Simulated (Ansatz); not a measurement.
Mulliken charges of CH5GeO2 (`C[O][GeH][OH]`) radical from r2SCAN/def2-TZVPP in Ansatz (PBE0-D4/def2-TZVP geometry).

| atom | x (Å) | y (Å) | z (Å) | charge (e) |
| --- | --- | --- | --- | --- |
| C1 | -1.358 | 0.690 | 0.011 | 0.016 |
| O2 | -0.389 | -0.273 | -0.328 | -0.408 |
| Ge3 | 1.128 | -0.408 | 0.605 | 0.477 |
| O4 | 2.082 | -1.567 | -0.342 | -0.423 |
| H5 | -0.926 | 1.692 | 0.131 | 0.053 |
| H6 | -1.889 | 0.428 | 0.934 | 0.057 |
| H7 | -2.087 | 0.732 | -0.801 | 0.061 |
| H8 | 1.911 | 0.948 | 0.534 | -0.032 |
| H9 | 1.527 | -2.241 | -0.744 | 0.198 |

Q: By hand: the dipole of these point charges (1 e Å = 4.8032 D).

A: Σ q r = (-0.249, 0.275, 0.414) e Å, of length 0.556 e Å = 2.67 D.

Q: How does the dipole of the full density compare? (Estimate.)

A: The calculation gave: (-0.302, 0.105, 0.129) e Å, 1.66 D; the point charges give 1.61 times that, at 35° from its direction.

Point charges leave out the atoms' own dipoles, such as those of lone pairs, and Mulliken's split depends on the basis, so the two needn't agree.
